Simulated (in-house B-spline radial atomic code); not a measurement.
**Ionising the chromium ion Cr⁶⁺ with different functionals**

Computed with a radial B-spline atomic code at the basis-set limit: scalar-relativistic (spin-free X2C) Hamiltonian, Fermi nucleus of rms radius 3.6452 fm, spin-polarised at highest spin, spherical fractional occupations for the functionals, the average over the highest-spin determinants for Hartree-Fock. The ionisation energy is the difference of two self-consistent energies, [Ne] 3s2 3p6 → [Ne] 3s2 3p5, without Breit or QED terms; ε is the level of the shell that loses the electron (its least bound occupied spin orbital).

Hybrids are left out here: with spherical fractional occupations of an open shell their exact exchange keeps a self-interaction that integer-occupation calculations don't have.

```tsv
method	rung	ΔSCF (eV)	-ε(3p) (eV)
Hartree-Fock	Hartree-Fock	159.46	160.54
LDA VWN5	LDA	160.51	148.55
LDA PW92	LDA	160.50	148.54
LDA exchange-only	LDA	158.42	146.54
PBE	GGA	160.51	148.59
PBEsol	GGA	160.37	148.44
BLYP	GGA	160.34	148.42
RPBE	GGA	160.50	148.59
PW91	GGA	160.64	148.71
BP86	GGA	160.62	148.68
AM05	GGA	160.35	148.41
OLYP	GGA	160.92	149.05
TPSS	meta-GGA	160.79	148.94
SCAN	meta-GGA	161.41	149.74
r2SCAN	meta-GGA	161.35	149.70
revTPSS	meta-GGA	160.68	148.84
```

Problem. How do they compare with the NIST value?

Solution. NIST lists 160.29 eV ± 0.06 (semi-empirical, ground level to ground level). Errors run from -1.87 to +1.12 eV; BLYP is closest (+0.05 eV), though others lie within the uncertainty of it, and part of that can be cancellation, since the calculations leave out spin-orbit coupling, Breit-QED terms, multiplet and fine-structure energies. Hartree-Fock also lacks correlation.
